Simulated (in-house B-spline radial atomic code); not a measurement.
## The potassium ion K⁸⁺: [He] 2s2 2p5 3s1 5d1 (an excited or competing configuration)

Computed with a B-spline radial code for spherical atoms: Dirac-Hartree-Fock, average of configuration, Fermi nucleus of rms radius 3.4349 fm.

Screening seen three ways: the hydrogenic charge with the same mean radius, Z_r = [3n² - l(l+1)]/(2<r>), the one with the same energy, Z_e = n√(-2ε), and Slater's rules. Values are occupation-weighted means over j.

```json
{"shell": "1s", "electrons": "2", "ε (eV)": "-3896.4", "<r> (bohr)": "0.08082", "Z_r": "18.56", "Z_e": "16.92", "Slater": "18.70"}
{"shell": "2s", "electrons": "2", "ε (eV)": "-605.34", "<r> (bohr)": "0.3738", "Z_r": "16.05", "Z_e": "13.34", "Slater": "15.20"}
{"shell": "2p", "electrons": "5", "ε (eV)": "-530.43", "<r> (bohr)": "0.3349", "Z_r": "14.93", "Z_e": "12.49", "Slater": "15.20"}
{"shell": "3s", "electrons": "1", "ε (eV)": "-195.74", "<r> (bohr)": "1.013", "Z_r": "13.33", "Z_e": "11.38", "Slater": "11.05"}
{"shell": "5d", "electrons": "1", "ε (eV)": "-46.607", "<r> (bohr)": "3.606", "Z_r": "9.57", "Z_e": "9.25", "Slater": "9.00"}
```

The least bound orbital is 5d5/2 at -46.6 eV, and it is also the most diffuse (<r> = 3.607 bohr).

Spin-orbit splittings of the orbital energies (j = l + 1/2 above j = l - 1/2 when positive): 2p 3.178 eV, 5d 0.012 eV.

For the 1s electron the small component carries 0.461 % of the norm, the zero-frequency Breit interaction raises the level by 2.97 eV, self-energy by 1.398 eV, and vacuum polarisation lowers it by 0.1007 eV.

The density falls to 0.001 bohr⁻³ at 4.636 bohr; Σ<r²> = 16.971 bohr² gives, by the non-relativistic formula and without the paramagnetism of open shells, a Langevin diamagnetic susceptibility of -13.44×10⁻⁶ cm³/mol.
